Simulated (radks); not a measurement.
The numbers below are computed, except where a source is named.
Q: Gd34+, configuration [Ar] 3d9 4s2 4p1 (not the ground configuration). Level of theory: Dirac Kohn-Sham, PBE, spin-unpolarised, spherical densities, finite nucleus; open shells fill j = l - 1/2 first; Fermi nuclear charge, rms radius 5.1569 fm (a radial shooting solver on a logarithmic mesh with Libxc functionals).

Spin-orbit splittings of the eigenvalues, e(l+1/2) - e(l-1/2), with zeta = 2 splitting/(2l+1) and mean radii in bohr:

shell  occ.  splitting (eV)  zeta (eV)  <r> j=l-1/2  <r> j=l+1/2
2p        6           699.0      466.0      0.07727      0.08407
3p        6           150.9      100.6       0.2280       0.2401
3d        9           33.64      13.46       0.2112       0.2149
4p        1               ?          ?       0.4805       0.4978
4d        0           10.59      4.237       0.4866       0.4915

Estimate the 4p splitting.

A: 48.09 eV (zeta = 32.06 eV).
